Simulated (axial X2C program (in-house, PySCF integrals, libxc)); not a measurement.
**Low determinants of GaS⁻ at the PBE0 level, 2c**

Calculated with an axial X2C code built on PySCF integrals. Two-component (2c) means X2C with spin–orbit coupling and atomic mean-field two-electron Coulomb and Gaunt terms. Basis: Ga dyall-acv3z [10s10p8d5f1g], S dyall-av3z [9s8p3d2f] (cores contracted in-house); Gaussian nuclei, density fitting, unrestricted open shells. Masses: Ga 68.926 u, S 31.972 u.

Search at 2.110 Å (vertical energies from the lowest determinant):

```csv
ΔE (eV),state,electrons beyond evenly filled partner blocks,"electrons in ±ω = 1/2, 3/2, 5/2, 7/2"
0.00,Ω = 0,none,34 12 2 0
2.47,Ω = 2,"ω = 1/2, ω = 3/2",33 13 2 0
2.68,Ω = 1,2 × ω = 1/2,34 12 2 0
2.71,Ω = 1,"ω = -1/2, ω = 3/2",33 13 2 0
3.22,Ω = 1,"ω = -1/2, ω = 3/2",35 11 2 0
3.25,Ω = 3,2 × ω = 3/2,34 12 2 0
3.29,Ω = 2,"ω = 1/2, ω = 3/2",35 11 2 0
```

Lowest determinant, Ω = 0 (closed shell): Re = 2.127 Å, ωe = 450.1 cm⁻¹.

The determinant in row 2 of the search, Ω = 2 (⟨Sz⟩ = 1.00, ⟨Lz⟩ = 1.00 at PBE0), was followed along the bond at PBE0; measured from the minimum of the lowest determinant it gives:

Te = 2.469 eV (19913 cm⁻¹), Re = 2.146 Å, ωe = 371.9 cm⁻¹.

(1) Compare the bond of the determinant in row 2 with that of the lowest one.

The search compares states at one distance, so a state with another bond length can lie lower; it is not exhaustive and yields mostly the lowest determinant of each block pattern, so other components and higher states of one pattern are missing. These are energies of single determinants, not of spin-adapted states; PBE0 term energies can be off by some tenths of an eV, and the functional has no current term. Open-shell Ω = 0 determinants with evenly filled partner blocks cannot be reached by this program, so the Ω shown need not be the lowest component. For an anion, determinants above electron detachment are held by the basis set. Row 2 has a positive highest level at its minimum.

Results:

(1) At PBE0 its Re is 0.019 Å longer and its force constant, which goes as ωe², is 0.68 times that of the lowest determinant. T0 ≈ Te + Δωe/2 = 19913 + (-39) = 19874 cm⁻¹.
